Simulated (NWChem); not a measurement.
Molecule: FeBrF, quintet; SMILES [F][Fe][Br]

This build's default masses of Se (78.918 u) and Br (79.917 u) are each other's, which moves their modes by up to 0.6 %. This spin state was assumed; another may lie lower.

Q: Give the equilibrium geometry at PBE-D3(BJ)/def2-SVP, spin-unrestricted (NWChem) as an XYZ file, with the point group.

A: point group C*v; any orientation.
```
3

Fe    -0.2152     0.7709     0.0000
F     -0.5589     2.4764     0.0000
Br     0.2348    -1.4624     0.0000
```
